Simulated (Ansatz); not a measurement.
A nudged elastic band was laid between two geometries of Cl3FH2HfO (8 atoms, charge 0, multiplicity 1).

These are results of RKS LDA/def2-SVP in Ansatz 0.2.0, not measurements.

```
movable images  : 5
climbing image  : yes
spring          : 5.0 eV/Å²
optimiser       : quadratic models (default)
start path      : through a guess of the saddle point
force threshold : 0.03 eV/Å
iteration limit : 60
end points      : relaxed
```

Image 0:

```xyz
8
Properties=species:S:1:pos:R:3
Hf 0.129 -0.630 -0.115
O 0.469 0.021 2.044
H -0.248 0.625 2.343
Cl 2.103 0.384 -0.817
Cl -1.655 0.885 0.317
Cl -0.739 -1.590 -2.055
F 0.421 -2.241 0.864
H 0.573 -0.711 2.688
```

Image 6:

```xyz
8
Properties=species:S:1:pos:R:3
Hf 0.488 -0.096 0.012
O -0.531 -0.663 1.969
H -1.202 -1.366 1.820
Cl 1.759 -0.138 -1.942
Cl -0.312 2.087 0.121
Cl -1.138 -1.707 -0.637
F 1.904 -0.439 1.244
H 0.085 -0.934 2.682
```

Question: What changes between the two ends?

Answer: No bond is made or broken.  The two ends are copies of one structure, up to a mirror image or an exchange of like atoms.

Question: What energy profile does the band end with?

Answer: The run converged. The highest image is number 2 of 0 to 6, 0.047 eV above the ends, which have the same energy within 2 meV. The profile has 2 maxima (images 2, 5) with wells between them (image 4): this band takes more than one step, which may be the mechanism or a detour left from its start path. A vibrational analysis at the climbing image gives no mode beyond 40i cm⁻¹: the surface is too flat there to confirm a saddle point.

```tsv
image	path coordinate (Å)	energy (eV)
0	0.00	0.000
1	0.80	0.027
2	1.59	0.047
3	2.54	0.023
4	3.48	0.007
5	4.43	0.026
6	5.38	0.000
```

Question: What is the geometry of the highest image?

Answer: 
```xyz
8
Properties=species:S:1:pos:R:3:forces:R:3
Hf 0.278 -0.531 -0.109 0.00 0.00 0.00
O -0.015 -0.303 2.062 0.00 0.01 -0.01
H -0.607 0.406 2.400 0.00 0.00 0.01
Cl 1.995 0.485 -1.303 0.00 0.00 0.00
Cl -1.207 1.334 0.208 0.00 0.00 0.00
Cl -1.021 -1.842 -1.523 0.00 0.00 0.00
F 1.261 -1.911 0.793 0.00 0.00 0.00
H 0.368 -0.896 2.742 0.00 0.00 0.01
```

The run took 75 s on 4 threads of Intel(R) Xeon(R) 6975P-C (Granite Rapids), on a shared host, peak memory 0.2 GiB.
